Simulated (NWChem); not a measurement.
# C3H6ClF; SMILES CC(C)(F)Cl

```xyz
11

C      0.6490     0.8368     1.2826
C     -0.0053     0.3570     0.0000
C      0.6490     0.8368    -1.2826
F     -1.3186     0.7692     0.0000
Cl    -0.0339    -1.4841     0.0000
H      0.0978     0.4613     2.1480
H      1.6857     0.4970     1.3433
H      0.6305     1.9325     1.3001
H      0.0978     0.4613    -2.1480
H      1.6857     0.4970    -1.3433
H      0.6305     1.9325    -1.3001
```
Atoms are numbered in this order, from 1.

The geometry was optimised at B3LYP/6-31G* (spherical d).

 Unshifted, non-relativistic core excitations; the lowest 4 roots alone, so stronger bands may lie above.

Task: List the first F K-edge excitations from PBE0/6-311G** (spherical d), restricted-window TDA (NWChem).

Result: 
```tsv
state	energy (eV)	dipole oscillator strength	leading excitation (squared amplitude)
S1	672.5	0.0044	1s of atom 4 or its equivalents → LUMO (0.98)
S2	673.8	0.0265	1s of atom 4 or its equivalents → LUMO+2 (0.60)
S3	674.1	0.0018	1s of atom 4 or its equivalents → LUMO+1 (0.88)
S4	675.3	0.0017	1s of atom 4 or its equivalents → LUMO+3 (0.99)
```
